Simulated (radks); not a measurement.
Problem. The chromium ion Cr10+ is in [Ne] 3s2 3p2. All-electron calculation, scalar-relativistic Kohn-Sham, LDA (Slater exchange, Perdew-Wang correlation), spin-polarised, spherical densities, finite nucleus; Fermi nuclear charge, rms radius of each element as measured or else 0.836 A^(1/3) + 0.57 fm. Program: a radial shooting solver on a logarithmic mesh with Libxc functionals. Open shells are filled with parallel spins first. One electron is removed from 2s, 3p, 3s, 2p in turn, with full relaxation. Which removal costs least, and what does each cost?

Solution. 3p 269.94 eV; 3s 293.39 eV; 2p 850.71 eV; 2s 950.01 eV. The 3p electron leaves first.
